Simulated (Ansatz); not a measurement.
Mulliken charges of BFH4OSi2 (`F[Si]1([SiH3])BO1`) from r2SCAN/def2-TZVPP in Ansatz (PBE0-D4/def2-TZVP geometry).

```tsv
atom	x (Å)	y (Å)	z (Å)	charge (e)
F1	-2.043	0.848	0.099	-0.304
Si2	-0.679	0.163	-0.384	0.581
Si3	0.480	-0.574	1.504	0.131
B4	-0.139	0.296	-2.195	0.003
O5	0.261	1.263	-1.343	-0.284
H6	0.689	0.549	2.453	-0.046
H7	1.787	-1.112	1.048	-0.050
H8	-0.302	-1.650	2.165	-0.050
H9	0.036	0.171	-3.365	0.020
```

Task: By hand: the dipole of these point charges (1 e Å = 4.8032 D).

Result: Σ q r = (0.110, -0.480, -0.022) e Å, of length 0.493 e Å = 2.37 D.

Task: How does the dipole of the full density compare? (An estimate is asked.)

Result: Computed: (0.140, -0.261, 0.084) e Å, 1.48 D; the point charges give 1.60 times that, at 24° from its direction.

Point charges leave out the atoms' own dipoles, such as those of lone pairs, and Mulliken's split depends on the basis, so the two needn't agree.
